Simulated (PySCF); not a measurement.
Precursor series Zr NH2-H. Gas-phase values, no solvent. One relaxed conformer stands for each flexible species; it need not be the lowest.

Computed with PBE-D3(BJ)/def2-TZVP // BP86-D3(BJ)/def2-SVP run with PySCF 2.14.0. All candidates: neutral, multiplicity 1. 

* **LUMO**: -2.95 eV
* **HOMO–LUMO gap**: 3.62 eV
* **HOMO**: -6.57 eV

Question: Name which member has these values.
A. [Zr(H)4]
B. [Zr(NH2)3(H)]
C. [Zr(NH2)4]
D. [Zr(NH2)(H)3]

Answer: D, [Zr(NH2)(H)3]. The others give [Zr(NH2)4]: -0.85 eV, 4.49 eV, -5.34 eV; [Zr(NH2)3(H)]: -0.92 eV, 4.78 eV, -5.70 eV; [Zr(H)4]: -3.52 eV, 3.69 eV, -7.20 eV
